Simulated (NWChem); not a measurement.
ZrH4; SMILES [ZrH4]

All runs: NWChem. Geometry: optimised at PBE0/def2-SVP (def2 core potentials past Kr).

For level PBE0/STO-3G, non-relativistic:

| Property | Value |
|---|---|
| highest occupied level (eV) | -6.01 |
| orbital gap (eV) | 7.05 |

What are these values for level PBE0/3-21G, non-relativistic?


| Item | Value |
|---|---|
| highest occupied level (eV) | -8.64 |
| orbital gap (eV) | 5.98 |
